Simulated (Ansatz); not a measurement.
AlBH5NO, SMILES `B[O][AlH][NH2]` at its PBE0-D4/def2-TZVP geometry, where that method's forces vanish. The species carries charge 0 and has multiplicity 1.

```
atom   x (Å)   y (Å)   z (Å)
  B1  -1.995   0.293  -0.805
  O2  -0.840   0.333  -0.144
 Al3   0.614   0.395   0.708
  N4   1.869  -0.763   0.290
  H5  -2.133   0.948  -1.807
  H6  -2.893  -0.401  -0.397
  H7   0.809   1.469   1.837
  H8   1.799  -1.471  -0.422
  H9   2.769  -0.805   0.739
```

Q: For each bond, give half the difference of the two atoms' forces along it (eV/Å; positive pushes the atoms apart) under PBE-D4, r2SCAN-D4, B3LYP-D4, ωB97M-V in def2-TZVPP. (Estimate.)

A: Computed: 
| bond | length (Å) | PBE-D4 | r2SCAN-D4 | B3LYP-D4 | ωB97M-V |
| --- | --- | --- | --- | --- | --- |
| B1–O2 | 1.331 | 0.18 | 0.14 | 0.12 | 0.20 |
| B1–H5 | 1.206 | -0.02 | -0.06 | -0.12 | -0.16 |
| B1–H6 | 1.206 | -0.02 | -0.06 | -0.12 | -0.16 |
| O2–Al3 | 1.686 | 0.13 | -0.01 | 0.05 | 0.07 |
| Al3–N4 | 1.758 | -0.04 | -0.02 | 0.05 | 0.04 |
| Al3–H7 | 1.570 | -0.10 | -0.06 | -0.15 | -0.21 |
| N4–H8 | 1.007 | 0.20 | 0.03 | 0.00 | -0.02 |
| N4–H9 | 1.007 | 0.21 | 0.03 | 0.01 | -0.01 |

B3LYP here is the variant with VWN-RPA as its local correlation; programs differ in this.
